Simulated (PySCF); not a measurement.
CBr3, SMILES Br[C](Br)Br, multiplicity 2. Coordinates come from a PBE-D3(BJ)/def2-SVP optimisation. The isomer is the one that the SMILES or the coordinates give; other isomers of the formula were not compared.

Calculation: PBE-D3(BJ)/def2-SVP (PySCF).

Harmonic wavenumbers (cm⁻¹): 156, 156, 230, 303, 749, 749. Rotational constants (GHz): 1.217, 1.217, 0.6101; symmetry number 3.

Q: Work out the zero-point energy and the ideal-gas rigid-rotor harmonic-oscillator thermochemistry at 298.15 K and 1 atm.

A: ZPE = ½ Σ hcν = ½ × 2343 cm⁻¹ = 3.35 kcal/mol. H − E(el) = 7.22 kcal/mol. Entropy in cal/(mol K): translation 42.47, rotation 28.07, vibration 8.98, spin 1.38, total 80.89. G − E(el) = -16.90 kcal/mol. Cp = 16.68 cal/(mol K).
